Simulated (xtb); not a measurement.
C3H7ClSi, SMILES C(=C\[SiH2]Cl)/C. All values are semi-empirical tight-binding results from xtb (GFN2-xTB unless named), good for trends rather than for accurate numbers. Coordinates come from a GFN2-xTB optimisation. The structure was generated by enumeration; whether it is a known compound was not checked. Other conformers were not sampled.

Optimised geometry:

Bonded distances (Å): C1–C2 1.490, C1–H6 1.090, C1–H7 1.087, C1–H8 1.090, C2–C3 1.328, C2–H9 1.083, C3–Si4 1.875, C3–H10 1.085, Si4–Cl5 2.024, Si4–H11 1.461, Si4–H12 1.463. Angles (°): C2–C1–H6 110.1, C2–C1–H7 111.2, C2–C1–H8 110.0, H6–C1–H7 109.0, H6–C1–H8 107.4, H7–C1–H8 109.0, C1–C2–C3 125.1, C1–C2–H9 115.0, C3–C2–H9 119.9, C2–C3–Si4 125.3, C2–C3–H10 117.6, Si4–C3–H10 117.2, C3–Si4–Cl5 108.2, C3–Si4–H11 111.3, C3–Si4–H12 111.0, Cl5–Si4–H11 108.0, Cl5–Si4–H12 107.2, H11–Si4–H12 110.9.

```
Quantity                                       Result
--------------------------------------  -------------
orbital gap                                   4.60 eV
dipole moment                                  2.65 D
zero-point energy                       54.3 kcal/mol
G − E(el) at 298.15 K (modified RRHO)   34.0 kcal/mol
static polarisability (D4 model)           78.9 bohr³
solvation energy, GFN2-xTB/ALPB(water)  -1.0 kcal/mol
solvation energy, GFN2-xTB/ALPB(chcl3)  -5.3 kcal/mol
```

Computed atomic charges and the Wiberg bond orders between heavy atoms:
charges (e) C1 -0.10, C2 -0.02, C3 -0.15, Si4 0.49, Cl5 -0.27, H6 0.05, H7 0.04, H8 0.05, H9 0.02, H10 0.04, H11 -0.08, H12 -0.07. Bond orders C1–C2 1.04, C2–C3 1.93, C3–Si4 0.93, Si4–Cl5 1.07.
